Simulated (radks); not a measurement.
Values are calculated unless marked as measured or tabulated.
Q: Isoelectronic series with 15 electrons, all held in the configuration [Ne] 3s2 3p3, which need not be the ground one along the series. Code: a radial shooting solver on a logarithmic mesh with Libxc functionals. Model: scalar-relativistic Kohn-Sham, PBE, spin-polarised, spherical densities, finite nucleus; open shells are filled with parallel spins first (spin-orbit coupling, left out, can overturn this in heavy ions); Fermi nuclear charge, rms radius of each element as measured or else 0.836 A^(1/3) + 0.57 fm. Total energies (hartree) and orbital eigenvalues (eV):

ion,E (hartree),3p up,3s down,3s up
P,-341.97064,-6.2828,-12.0790,-14.8017
S+,-398.70083,-17.9090,-25.3785,-28.8184
Cl2+,-460.09308,-33.0893,-42.3025,-46.4047
Ar3+,-526.14306,-51.6147,-62.6157,-67.3482
K4+,-596.85276,-73.3834,-86.2089,-91.5507
Ca5+,-672.22765,-98.3379,-113.0227,-118.9591
Sc6+,-752.27557,-126.4429,-143.0226,-149.5430
Ti7+,-837.00608,-157.6758,-176.1884,-183.2846
V8+,-926.43012,-192.0221,-212.5086,-220.1744
Cr9+,-1020.55969,-229.4722,-251.9775,-260.2083
Mn10+,-1119.40793,-270.0205,-294.5937,-303.3856
Fe11+,-1222.98898,-313.6635,-340.3586,-349.7088
Co12+,-1331.31777,-360.4002,-389.2762,-399.1824
Ni13+,-1444.41040,-410.2305,-441.3521,-451.8126
Cu14+,-1562.28307,-463.1560,-496.5936,-507.6070
Zn15+,-1684.95395,-519.1790,-555.0093,-566.5746
Ga16+,-1812.44118,-578.3027,-616.6090,-628.7256
As18+,-2081.94335,-705.8681,-749.4048,-762.6231
Se19+,-2223.99948,-774.3194,-820.6255,-834.3946
Br20+,-2370.95476,-845.8902,-895.0793,-909.3994
Kr21+,-2522.83185,-920.5866,-972.7809,-987.6522
Rb22+,-2679.65463,-998.4150,-1053.745,-1069.169
Sr23+,-2841.44761,-1079.382,-1137.989,-1153.965

Estimate the row of Ge17+.

A: E (hartree) -1944.76411; 3p up -640.5309; 3s down -681.4035; 3s up -694.0711.
